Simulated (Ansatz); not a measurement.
Ideal-gas functions of H$_{4}$HfOS$_{3}$ (`[OH][Hf]([SH])([SH])[SH]`) at 800 K and 1 bar, from an Ansatz frequency run at PBE0-D4/def2-TZVP.

Molar mass 294.72 g/mol, point group C1 (symmetry number 1), electronic degeneracy 1, moments of inertia 380.032, 405.229, 521.723 u Å². Harmonic wavenumbers (cm⁻¹, unscaled): 50, 87, 96, 104, 121, 132, 200, 233, 289, 315, 337, 347, 350, 500, 503, 509, 723, 2676, 2680, 2684, 3993.

Use S(trans) = R[1.5 ln M + 2.5 ln T − 1.1517]; rotational temperatures θ = 24.2544 K / I; S(rot) = R[ln(√π/σ · √(T³/θAθBθC)) + 1.5]; for each mode x = 1.438777 ν̃/T, S = R[x/(eˣ − 1) − ln(1 − e⁻ˣ)] and H = RT x/(eˣ − 1); 1 cm⁻¹ = 0.0119627 kJ/mol; R = 8.31446 J/(mol·K).

**Question.** By hand: the entropy, in J/(mol·K).

**Answer.** Translation 200.3. Rotation: θ = 0.0638, 0.0599, 0.0465 K, giving 136.5. Vibration, mode by mode: 28.35, 23.75, 22.93, 22.27, 21.01, 20.29, 16.86, 15.61, 13.85, 13.15, 12.60, 12.37, 12.30, 9.47, 9.43, 9.33, 6.69, 0.40, 0.39, 0.39, 0.05, in all 271.5. Electronic 0.0. Sum 608.3 J/(mol·K).

**Question.** By hand: H − E and G − E in kJ/mol, counted from the electronic energy.

**Answer.** Zero-point energy ½ × 16929 × 0.0119627 = 101.3; thermal vibration 88.1; translation, rotation and pV give 4 RT = 26.6. H − E = 216.0 kJ/mol, and G − E = 216.0 − 800 × 608.3/1000 = -270.6 kJ/mol.

Vibration gives 45 % of the entropy, 138.6 J/(mol·K) of it from the modes under 150 cm⁻¹: soft modes count most, and the harmonic formula is weakest for them. The sum counts one conformer and one mirror image; others add a mixing term.
